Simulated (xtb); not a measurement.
C$_{2}$H$_{9}$AsIn (SMILES [CH3][In]([CH3])<-[AsH3]), doublet, at a GFN2-xTB geometry (such geometries of metal compounds can be far from the true shape) (the spin is typed, not shown lowest); GFN2-xTB with ALPB(water) (xtb 6.7.1).

Input for xtb:
```
$ xtb mol.xyz --gfn 2 --chrg 0 --uhf 1 --alpb water --json

# file mol.xyz
13

In     0.46581506     0.63236761     0.83416397
C      1.43220588     1.90914801    -0.92699419
H      2.51175934     1.80016603    -0.99892058
H      1.17388430     2.95382825    -0.76637615
H      0.95987535     1.54818635    -1.84037119
C     -1.79581228     1.06260652     1.43740412
H     -2.38062118     0.16573764     1.23697312
H     -2.11942563     1.86871400     0.78172941
H     -1.91442426     1.35899453     2.47684853
As    -0.55511001    -1.55873258    -1.24888177
H     -0.59948002    -2.48042141    -0.06744142
H      0.90486330    -1.85622007    -1.40340809
H     -0.86110018    -2.73734990    -2.14242889
```

What the program printed (banner, timings and long lists left out):

```
   ID    Z sym.   atoms
    1   49 In     1
    2    6 C      2, 6
    3    1 H      3-5, 7-9, 11-13
    4   33 As     10

           -------------------------------------------------
          |                Calculation Setup                |
           -------------------------------------------------

molecular fragmentation (1/2 indicates fragments):
1111111112222
# atoms in fragment 1/2:     9     4
 fragment masses (1/2) :      144.89       77.95
CMA distance (Bohr)    :   6.084
constraining FC (au)   :  0.0500

           -------------------------------------------------
          |                 G F N 2 - x T B                 |
           -------------------------------------------------

      * Solvation model:               ALPB
        Solvent                        water
        Parameter file                 internal GFN2-xTB/ALPB
        Dielectric constant                8.0200E+01
        Reference state                gsolv [1 M gas/solution]
        Free energy shift                  1.0808E-03 Eh       6.7819E-01 kcal/mol
        Temperature                        2.9815E+02 K
        Density                            1.0000E+00 kg/L
        Solvent mass                       1.8000E+01 g/mol
        Interaction kernel             P16
        Born radius scaling (c1)           1.4744E+00
        Born radii integrator          GBOBC
        Born offset                        0.0000E+00 a0       0.0000E+00 AA
        H-bond correction              true
        Ion screening                  false
        Surface tension                    1.0000E-05 Eh       1.5569E+01 dyn/cm
        Grid points                               230 per atom

          ...................................................
          :                      SETUP                      :
          :.................................................:
          :  # basis functions                  37          :
          :  # atomic orbitals                  35          :
          :  # shells                           19          :
          :  # electrons                        25          :
          :  max. iterations                   250          :
          :  Hamiltonian                  GFN2-xTB          :
          :  restarted?                      false          :
          :  GBSA solvation                   true          :
          :  PC potential                    false          :
          :  electronic temp.          300.0000000     K    :
          :  accuracy                    1.0000000          :
          :  -> integral cutoff          0.2500000E+02      :
          :  -> integral neglect         0.1000000E-07      :
          :  -> SCF convergence          0.1000000E-05 Eh   :
          :  -> wf. convergence          0.1000000E-03 e    :
          :  Broyden damping             0.4000000          :
          :  net charge                          0          :
          :  unpaired electrons                  1          :
          ...................................................

 iter      E             dE          RMSdq      gap      omega  full diag
   1    -12.4701363 -0.124701E+02  0.990E+00    2.55       0.0  T
   2    -12.4984044 -0.282681E-01  0.464E+00    3.09       1.0  T
   3    -12.4993267 -0.922327E-03  0.254E+00    2.91       1.0  T
   4    -12.4996857 -0.358928E-03  0.658E-01    2.95       1.0  T
   5    -12.4986843  0.100132E-02  0.468E-01    3.01       1.0  T
   6    -12.4998636 -0.117922E-02  0.173E-01    3.00       1.0  T
   7    -12.4998938 -0.302312E-04  0.143E-01    2.98       1.0  T
   8    -12.4998960 -0.218478E-05  0.413E-02    2.99       1.0  T
   9    -12.4998990 -0.299434E-05  0.103E-02    2.99       2.7  T
  10    -12.4998991 -0.122117E-06  0.467E-03    2.99       5.9  T
  11    -12.4998992 -0.665096E-07  0.275E-03    2.99      10.1  T
  12    -12.4998992 -0.120577E-08  0.469E-04    2.99      59.1  T
  13    -12.4998992 -0.407665E-09  0.334E-04    2.99      83.0  T

   *** convergence criteria satisfied after 13 iterations ***

         :::::::::::::::::::::::::::::::::::::::::::::::::::::
         ::                     SUMMARY                     ::
         :::::::::::::::::::::::::::::::::::::::::::::::::::::
         :: total energy             -12.378519883495 Eh    ::
         :: total w/o Gsasa/hb       -12.373197549103 Eh    ::
         :: gradient norm              0.002124214415 Eh/a0 ::
         :: HOMO-LUMO gap              2.988374823900 eV    ::
         ::.................................................::
         :: SCC energy               -12.499872023168 Eh    ::
         :: -> isotropic ES            0.010444704928 Eh    ::
         :: -> anisotropic ES          0.004267747258 Eh    ::
         :: -> anisotropic XC          0.006106960022 Eh    ::
         :: -> dispersion             -0.007425536723 Eh    ::
         :: -> Gsolv                  -0.006263805304 Eh    ::
         ::    -> Gelec               -0.000941470911 Eh    ::
         ::    -> Gsasa               -0.006153597219 Eh    ::
         ::    -> Ghb                 -0.000249496871 Eh    ::
         ::    -> Gshift               0.001080759698 Eh    ::
         :: repulsion energy           0.121352139673 Eh    ::
         :: add. restraining           0.000000000000 Eh    ::
         :: total charge              -0.000000000000 e     ::
         :::::::::::::::::::::::::::::::::::::::::::::::::::::

           -------------------------------------------------
          |                Property Printout                |
           -------------------------------------------------

    * Orbital Energies and Occupations

         #    Occupation            Energy/Eh            Energy/eV
      -------------------------------------------------------------
         1        2.0000           -0.6103461             -16.6084
         2        2.0000           -0.5533330             -15.0570
         3        2.0000           -0.5519347             -15.0189
         4        2.0000           -0.4960754             -13.4989
         5        2.0000           -0.4516135             -12.2890
         6        2.0000           -0.4496194             -12.2348
         7        2.0000           -0.4484317             -12.2024
         8        2.0000           -0.4467607             -12.1570
         9        2.0000           -0.4464491             -12.1485
        10        2.0000           -0.4458038             -12.1309
        11        2.0000           -0.4175236             -11.3614
        12        2.0000           -0.3535482              -9.6205
        13        1.0000           -0.3035029              -8.2587 (HOMO)
        14                         -0.1936821              -5.2704 (LUMO)
        15                         -0.1789958              -4.8707
        16                         -0.1111212              -3.0238
        17                         -0.0680111              -1.8507
        18                         -0.0317798              -0.8648
        19                         -0.0139275              -0.3790
        20                          0.0092425               0.2515
        21                          0.0213552               0.5811
        22                          0.0942550               2.5648
        23                          0.1260728               3.4306
        24                          0.1325270               3.6062
       ...                                ...                  ...
        35                          1.1218429              30.5269
      -------------------------------------------------------------
                  HL-Gap            0.1098208 Eh            2.9884 eV
             Fermi-level           -0.2885590 Eh           -7.8521 eV

     #   Z          covCN         q      C6AA      α(0)
     1  49 In       2.090     0.208   353.386    41.027
     2   6 C        3.558    -0.211    25.782     7.408
     3   1 H        0.925     0.035     2.523     2.484
     4   1 H        0.925     0.022     2.708     2.573
     5   1 H        0.925     0.027     2.633     2.537
     6   6 C        3.559    -0.212    25.786     7.408
     7   1 H        0.925     0.034     2.535     2.490
     8   1 H        0.925     0.024     2.667     2.554
     9   1 H        0.925     0.031     2.573     2.508
    10  33 As       3.435     0.103   211.215    26.632
    11   1 H        0.972    -0.028     3.581     2.957
    12   1 H        0.972    -0.026     3.548     2.944
    13   1 H        0.971    -0.006     3.160     2.778

 Mol. C6AA /au·bohr⁶  :       3392.392040
 Mol. C8AA /au·bohr⁸  :     211971.040383
 Mol. α(0) /au        :        106.299750

Wiberg/Mayer (AO) data.
largest (>0.10) Wiberg bond orders for each atom

 ---------------------------------------------------------------------------
     #   Z sym  total        # sym  WBO       # sym  WBO       # sym  WBO
 ---------------------------------------------------------------------------
     1  49 In   1.852 --     6 C    0.691     2 C    0.690    10 As   0.152
     2   6 C    3.803 --     4 H    0.955     3 H    0.955     5 H    0.949
                             1 In   0.690     6 C    0.229
     3   1 H    0.998 --     2 C    0.955
     4   1 H    0.999 --     2 C    0.955
     5   1 H    0.999 --     2 C    0.949
     6   6 C    3.803 --     9 H    0.955     8 H    0.954     7 H    0.949
                             1 In   0.691     2 C    0.229
     7   1 H    0.999 --     6 C    0.949
     8   1 H    0.999 --     6 C    0.954
     9   1 H    0.998 --     6 C    0.955
    10  33 As   3.101 --    12 H    0.971    11 H    0.970    13 H    0.952
                             1 In   0.152
    11   1 H    0.999 --    10 As   0.970
    12   1 H    0.999 --    10 As   0.971
    13   1 H    0.995 --    10 As   0.952
 ---------------------------------------------------------------------------

Topologies differ in total number of bonds
Writing topology from bond orders to xtbtopo.mol

molecular dipole:
                 x           y           z       tot (Debye)
 q only:        0.118      -0.494       0.049
   full:        0.202      -0.491       0.091       1.369
molecular quadrupole (traceless):
                xx          xy          yy          xz          yz          zz
 q only:       -0.541       0.241      -1.006       3.004       1.131       1.547
  q+dip:       -0.313      -0.291      -0.011       0.798       0.378       0.323
   full:       -1.347      -0.210       0.506       2.504       1.188       0.841

           -------------------------------------------------
          | TOTAL ENERGY              -12.378519883495 Eh   |
          | GRADIENT NORM               0.002124214415 Eh/α |
          | HOMO-LUMO GAP               2.988374823900 eV   |
           -------------------------------------------------

normal termination of xtb
```
